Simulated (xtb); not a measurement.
xtb input (GFN2-xTB):

```bash
xtb mol.xyz --gfn 2 --ohess tight --chrg -1 --uhf 0
```
mol.xyz:
```
14

C     -1.76594988    -0.77490951    -0.71106712
Si    -0.41733573     0.08778158     0.34487270
C     -0.44859727     1.92650409    -0.24939214
O     -0.46484986    -0.13225179     1.87215338
Si     1.61586460    -0.72894423    -0.65328918
H     -1.59691951    -0.52610626    -1.75815595
H     -1.73600080    -1.79782608    -0.52440298
H     -2.74038466    -0.36671080    -0.41072721
H     -1.41818137     2.42884173     0.05735016
H      0.38585171     2.55168796     0.19708975
H     -0.33375489     2.05566778    -1.29360307
H      1.82949910    -0.52749945    -2.12427680
H      1.86601304    -2.16285181    -0.39948279
H      2.87769339    -0.05215101    -0.06713181
```

Output:

```
           -------------------------------------------------
          |                Calculation Setup                |
           -------------------------------------------------

           -------------------------------------------------
          |                 G F N 2 - x T B                 |
           -------------------------------------------------

        Reference                      10.1021/acs.jctc.8b01176
      * Hamiltonian:
        H0-scaling (s, p, d)           1.850000    2.230000    2.230000
        zeta-weighting                 0.500000
      * Dispersion:
        s8                             2.700000
        a1                             0.520000
        a2                             5.000000
        s9                             5.000000
      * Repulsion:
        kExp                           1.500000    1.000000
        rExp                           1.000000
      * Coulomb:
        alpha                          2.000000
        third order                    shell-resolved
        anisotropic                    true
        a3                             3.000000
        a5                             4.000000
        cn-shift                       1.200000
        cn-exp                         4.000000
        max-rad                        5.000000

          ...................................................
          :                      SETUP                      :
          :.................................................:
          :  # basis functions                  41          :
          :  # atomic orbitals                  39          :
          :  # shells                           21          :
          :  # electrons                        32          :
          :  max. iterations                   250          :
          :  Hamiltonian                  GFN2-xTB          :
          :  restarted?                      false          :
          :  GBSA solvation                  false          :
          :  PC potential                    false          :
          :  electronic temp.          300.0000000     K    :
          :  accuracy                    1.0000000          :
          :  -> integral cutoff          0.2500000E+02      :
          :  -> integral neglect         0.1000000E-07      :
          :  -> SCF convergence          0.1000000E-05 Eh   :
          :  -> wf. convergence          0.1000000E-03 e    :
          :  Broyden damping             0.4000000          :
          :  net charge                         -1          :
          :  unpaired electrons                  0          :
          ...................................................

 iter      E             dE          RMSdq      gap      omega  full diag
   1    -16.6876704 -0.166877E+02  0.600E+00    4.25       0.0  T
   2    -16.7975078 -0.109837E+00  0.585E+00    3.64       1.0  T
   3    -16.8011019 -0.359412E-02  0.457E+00    3.74       1.0  T
   4    -16.7815407  0.195613E-01  0.181E+00    4.05       1.0  T
   5    -16.8014142 -0.198736E-01  0.884E-01    3.96       1.0  T
   6    -16.8027786 -0.136439E-02  0.237E-01    3.97       1.0  T
[...]
  14 Si  14 Si          1     2.3199391     2.3199391     2.3199391

           -------------------------------------------------
          |               Frequency Printout                |
           -------------------------------------------------
 projected vibrational frequencies (cm⁻¹)
eigval :       -0.00    -0.00    -0.00     0.00     0.00     0.00
eigval :       37.74   102.08   114.73   136.93   149.84   204.99
eigval :      258.19   271.60   389.10   392.88   435.92   635.69
eigval :      672.12   759.51   789.92   791.55   801.25   853.19
eigval :      885.97   891.40  1251.55  1371.49  1374.56  1528.59
eigval :     1532.18  1541.70  1547.29  2014.15  2058.72  2088.13
Molecule has the following symmetry elements: (sigma)
It seems to be the Cs point group
eigval :     2977.90  2983.91  2984.92  2990.96  3001.26  3001.81
 reduced masses (amu)
   1: 16.88   2: 20.19   3: 18.10   4: 15.47   5: 15.03   6: 19.85   7:  1.35   8:  1.45
   9:  1.37  10: 11.42  11: 13.13  12: 11.42  13: 17.29  14: 14.47  15:  6.43  16:  5.72
  17: 22.77  18: 13.58  19: 14.50  20:  2.93  21:  6.09  22:  4.17  23:  5.18  24:  4.13
  25:  1.87  26:  1.80  27: 20.45  28:  3.12  29:  3.25  30:  1.66  31:  1.64  32:  1.63
  33:  1.63  34:  1.95  35:  2.01  36:  1.57  37:  1.91  38:  1.94  39:  1.90  40:  1.93
  41:  1.32  42:  1.31
 IR intensities (km·mol⁻¹)
   1:  5.97   2:  7.54   3:  7.88   4:  3.83   5:  2.59   6:  4.50   7:  0.05   8:  0.03
   9:  0.08  10:  1.26  11:  2.40  12:  2.31  13: 40.98  14: 45.07  15: 12.36  16: 19.09
  17: 42.76  18: 58.29  19: 60.15  20:  0.08  21: 69.67  22: 38.89  23:474.27  24:336.92
  25:182.54  26:184.43  27:282.51  28:  0.06  29:  5.33  30:  1.92  31:  6.30  32:  0.16
  33:  5.90  34:646.14  35:696.80  36:219.12  37: 17.02  38: 38.29  39:226.15  40:218.49
  41: 95.76  42: 25.35
 Raman intensities (Ä⁴*amu⁻¹)
   1:  0.00   2:  0.00   3:  0.00   4:  0.00   5:  0.00   6:  0.00   7:  0.00   8:  0.00
   9:  0.00  10:  0.00  11:  0.00  12:  0.00  13:  0.00  14:  0.00  15:  0.00  16:  0.00
  17:  0.00  18:  0.00  19:  0.00  20:  0.00  21:  0.00  22:  0.00  23:  0.00  24:  0.00
  25:  0.00  26:  0.00  27:  0.00  28:  0.00  29:  0.00  30:  0.00  31:  0.00  32:  0.00
  33:  0.00  34:  0.00  35:  0.00  36:  0.00  37:  0.00  38:  0.00  39:  0.00  40:  0.00
  41:  0.00  42:  0.00
 output can be read by thermo (or use thermo option).
 writing <g98.out> molden fake output.
 recommended (thermochemical) frequency scaling factor: 1.0
           -------------------------------------------------
          |             Thermodynamic Functions             |
           -------------------------------------------------

cs  symmetry found (for desy threshold:  0.10E+00) used in thermo

          ...................................................
          :                      SETUP                      :
          :.................................................:
          :  # frequencies                          36      :
          :  # imaginary freq.                       0      :
          :  linear?                             false      :
          :  only rotor calc.                    false      :
          :  symmetry                               cs      :
          :  rotational number                       1      :
          :  scaling factor                  1.0000000      :
          :  rotor cutoff                   50.0000000 cm⁻¹ :
          :  imag. cutoff                  -20.0000000 cm⁻¹ :
          :.................................................:

    mode    ω/cm⁻¹     T·S(HO)/kcal·mol⁻¹    T·S(FR)/kcal·mol⁻¹   T·S(vib)
   ------------------------------------------------------------------------
       1     37.74    -1.60230 ( 24.51%)    -1.13925 ( 75.49%)    -1.25275
       2    102.08    -1.01797 ( 94.56%)    -0.84490 (  5.44%)    -1.00855
       3    114.73    -0.95026 ( 96.52%)    -0.81029 (  3.48%)    -0.94539
       4    136.93    -0.84862 ( 98.25%)    -0.75793 (  1.75%)    -0.84704
       5    149.84    -0.79733 ( 98.78%)    -0.73126 (  1.22%)    -0.79652
       6    204.99    -0.62248 ( 99.65%)    -0.63845 (  0.35%)    -0.62253
       7    258.19    -0.49910 ( 99.86%)    -0.57013 (  0.14%)    -0.49920
       8    271.60    -0.47286 ( 99.89%)    -0.55513 (  0.11%)    -0.47296
   ------------------------------------------------------------------------

   temp. (K)  partition function   enthalpy   heat capacity  entropy
                                   cal/mol     cal/K/mol   cal/K/mol   J/K/mol
 298.15  VIB   890.                 4284.821     25.340     26.640
         ROT  0.235E+06              888.752      2.981     27.556
         INT  0.209E+09             5173.574     28.321     54.195
         TR   0.104E+28             1481.254      4.968     39.853
         TOT                        6654.8278    33.2892    94.0483   393.4980
Note: The following floating-point exceptions are signalling: IEEE_UNDERFLOW_FLAG IEEE_DENORMAL
normal termination of xtb

       T/K    H(0)-H(T)+PV         H(T)/Eh          T*S/Eh         G(T)/Eh
   ------------------------------------------------------------------------
    298.15    0.106051E-01    0.110443E+00    0.446854E-01    0.657576E-01
   ------------------------------------------------------------------------

         :::::::::::::::::::::::::::::::::::::::::::::::::::::
         ::                  THERMODYNAMIC                  ::
         :::::::::::::::::::::::::::::::::::::::::::::::::::::
         :: total free energy         -16.573724021415 Eh   ::
         ::.................................................::
         :: total energy              -16.639481621759 Eh   ::
         :: zero point energy           0.099837825502 Eh   ::
         :: G(RRHO) w/o ZPVE           -0.034080225158 Eh   ::
         :: G(RRHO) contrib.            0.065757600344 Eh   ::
         :::::::::::::::::::::::::::::::::::::::::::::::::::::

optimized geometry written to: xtbopt.xyz

           -------------------------------------------------
          | TOTAL ENERGY              -16.639481621759 Eh   |
          | TOTAL ENTHALPY            -16.529038653153 Eh   |
          | TOTAL FREE ENERGY         -16.573724021415 Eh   |
          | GRADIENT NORM               0.000180011920 Eh/α |
          | HOMO-LUMO GAP               4.205796642152 eV   |
           -------------------------------------------------

------------------------------------------------------------------------
------------------------------------------------------------------------
 total:
 SCF:
 ANC optimizer:
 analytical hessian:
```

It need not be the lowest isomer of its formula. Whether it binds its extra electron was not tested at this geometry.
